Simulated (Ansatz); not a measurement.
Mulliken charges of CH5FSeSi2, SMILES `F[SiH]1C[SiH2][Se]1` from r2SCAN/def2-TZVPP in Ansatz (PBE0-D4/def2-TZVP geometry).

| atom | x (Å) | y (Å) | z (Å) | charge (e) |
| --- | --- | --- | --- | --- |
| F1 | -1.970 | 1.427 | 0.922 | -0.314 |
| Si2 | -0.416 | 1.112 | 0.722 | 0.618 |
| C3 | -0.092 | -0.720 | 0.587 | -0.392 |
| Si4 | 0.571 | -0.612 | -1.171 | 0.367 |
| Se5 | 0.313 | 1.664 | -1.357 | -0.256 |
| H6 | 0.286 | 1.842 | 1.803 | -0.090 |
| H7 | -1.008 | -1.309 | 0.667 | 0.104 |
| H8 | 0.636 | -1.096 | 1.309 | 0.100 |
| H9 | -0.232 | -1.349 | -2.179 | -0.069 |
| H10 | 1.995 | -1.010 | -1.300 | -0.068 |

By hand: the dipole of these point charges (1 e Å = 4.8032 D).

Σ q r = (0.340, -0.379, 0.121) e Å, of length 0.523 e Å = 2.51 D.

How does the dipole of the full density compare? (An estimate is asked.)

Ansatz gave: (0.189, -0.391, 0.170) e Å, 2.24 D; the point charges give 1.12 times that, at 17° from its direction.

Point charges leave out the atoms' own dipoles, such as those of lone pairs, and Mulliken's split depends on the basis, so the close match here is no proof of good charges.
